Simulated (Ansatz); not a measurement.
`BN[SiH2][SiH3]` + CH₃NH₂ → `CN[SiH2][SiH3]` + `BN` at 400 K and 1 bar (ligand exchange at the Si–N bond).

Program: Ansatz. Geometries: PBE0-D4/def2-TZVP. ΔE: electronic, gas phase. CCSD(T)/CBS adds triple-zeta CCSD(T) − MP2 to the extrapolated MP2 energy (def2 sets, frozen cores). This one scheme is used for every species. Each species was taken in one conformer, which may not be the lowest.

| species | CCSD(T)/CBS energy (Eh) | H − E (kJ/mol) | S (J/(mol·K)) |
| --- | --- | --- | --- |
| `BN[SiH2][SiH3]` | -662.50812 | 246.9 | 394.0 |
| CH₃NH₂ | -95.75281 | 185.4 | 256.0 |
| `CN[SiH2][SiH3]` | -676.32808 | 289.2 | 404.8 |
| `BN` | -81.93499 | 142.5 | 243.5 |

H − E and S are ideal-gas, rigid-rotor, harmonic terms from PBE0-D4/def2-TZVP, for one conformer and one mirror image of each species. 1 Eh = 2625.50 kJ/mol, R = 8.31446 J/(mol·K).

Q: By hand: ΔE, ΔH, ΔS and ΔG.

A: ΔE = (-676.32808) + (-81.93499) − (-662.50812) − (-95.75281) = -0.00214 Eh = -5.6 kJ/mol. Δ(H − E) = 289.2 + 142.5 − 246.9 − 185.4 = -0.6, so ΔH = -6.2 kJ/mol. ΔS = 404.8 + 243.5 − 394.0 − 256.0 = -1.7 J/(mol·K). ΔG = -6.2 − 400 × (-1.7)/1000 = -5.5 kJ/mol.

Q: By hand: the equilibrium constant, and the temperature at which ΔG would vanish if ΔH and ΔS stayed fixed.

A: log₁₀ K = −ΔG/(RT ln 10) = 0.7. ΔG = 0 at ΔH/ΔS = 3647 K, far beyond where these terms or the molecules hold.

The number of gas molecules stays the same, so ΔS is small and ΔH decides. The sign of ΔG lies within the doubt. A doubt of 5 kJ/mol in ΔE shifts log₁₀ K by 0.7 here. Other conformers and mirror images would add mixing entropy, several J/(mol·K) or more a flexible species. Modes under 60 cm⁻¹, often nearly free rotors, make the harmonic entropy too high. These are equilibria of isolated gas molecules and say nothing of rates. Largest T1 diagnostic: 0.013 (customary marks: 0.02 for closed shells, 0.045 for open ones).
